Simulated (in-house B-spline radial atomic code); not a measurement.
Successive ionisation energies of tellurium; each step leads to the configuration of the next row (after the last: [He] 2s2 2p2). NIST's values go from ground level to ground level; the uncertainty of those that are theory runs from under 0.1 % in few-electron ions to several per cent in heavy many-electron ones. Computed with an all-electron radial atomic-structure program (B-spline basis): non-relativistic Hartree-Fock, average of the configuration, point nuclei.

This level leaves out relativity, spin-orbit splitting included, which matters for heavy ions.

```
  ion  configuration  ionisation energy (eV)  tabulated value (eV)  computed minus tabulated (eV)  highest orbital  largest mean radius (bohr)
Te29+       [Ar] 3d5                  1711.7                  1707                              5               3d                     0.31658
Te30+       [Ar] 3d4                  1796.1                  1803                             -7               3d                     0.31422
Te31+       [Ar] 3d3                  1882.0                  1889                             -7               3d                     0.31188
Te32+       [Ar] 3d2                  1969.5                  1979                             -9               3d                     0.30957
Te33+       [Ar] 3d1                  2058.5                  2066                             -8               3d                     0.30728
Te34+   [Ne] 3s2 3p6                  2297.5                  2309                            -11               3p                     0.30502
Te35+   [Ne] 3s2 3p5                  2376.3                  2386                            -10               3p                     0.30331
Te36+   [Ne] 3s2 3p4                  2456.0                  2472                            -16               3p                     0.30162
Te37+   [Ne] 3s2 3p3                  2536.5                  2552                            -16               3p                     0.29995
Te38+   [Ne] 3s2 3p2                  2617.9                  2700                            -82               3p                      0.2983
Te39+   [Ne] 3s2 3p1                  2700.1                  2788                            -88               3p                     0.29668
Te40+       [Ne] 3s2                  2854.9                  2954                            -99               3s                     0.29507
Te41+       [Ne] 3s1                  2937.7                  3041                           -103               3s                     0.29328
Te42+   [He] 2s2 2p6                  7000.6                  7022                            -21               2p                     0.12318
Te43+   [He] 2s2 2p5                  7223.2                  7243                            -20               2p                     0.12244
Te44+   [He] 2s2 2p4                  7448.7                  7485                            -36               2p                     0.12171
Te45+   [He] 2s2 2p3                  7677.0                  7714                            -37               2p                     0.12099
```

**Question.** Where is the largest jump?

**Answer.** From Te41+ to Te42+, by a factor of 2.38 (2937.7 to 7000.6 eV); the highest orbital goes from 3s to 2p.
